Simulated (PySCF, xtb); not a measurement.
CSe2, SMILES [Se]=C=[Se].

GFN2-xTB in xtb at its own geometry gives an orbital gap of 2.71 eV and a dipole moment of 0.00 D.

Geometry optimised at ωB97X-D3(BJ)/def2-TZVP.

Task: What does PySCF with HF/def2-TZVPD give? (An estimate is asked for; the answer gives what the named calculation found.)

Result: gap 9.99 eV (levels -9.33 and 0.65 eV), dipole 0.00 D.
